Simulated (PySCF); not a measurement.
Ligands exchanged one at a time, B SH-H. Gas-phase values, no solvent. One relaxed conformer stands for each flexible species; it need not be the lowest. Strings in code marks are SMILES.

The LUMO from two functionals at the same geometries (CAM-B3LYP-D3(BJ)/def2-TZVP), both in PySCF: PBE-D3(BJ)/def2-TZVP and CAM-B3LYP-D3(BJ)/def2-TZVP. 

```tsv
species	PBE-D3(BJ)/def2-TZVP (eV)	CAM-B3LYP-D3(BJ)/def2-TZVP (eV)
0 of 3 SH replaced by H (`SB(S)S`)	-1.58	0.39
1 of 3 SH replaced by H (`B(S)S` (H–S–B–S torsion 0°, S–B–S–H torsion 0°))	-1.83	0.21
2 of 3 SH replaced by H (`BS` (H–B–S–H torsion 0°))	-2.26	-0.19
3 of 3 SH replaced by H (`B`)	-3.04	-0.88
```

Over these rows, drawn at random from the members with no instability flagged (it was tested for open shells, ions and some series alone), PBE minus CAM-B3LYP-D3(BJ): mean -2.06 eV, from -2.16 eV to -1.97 eV.
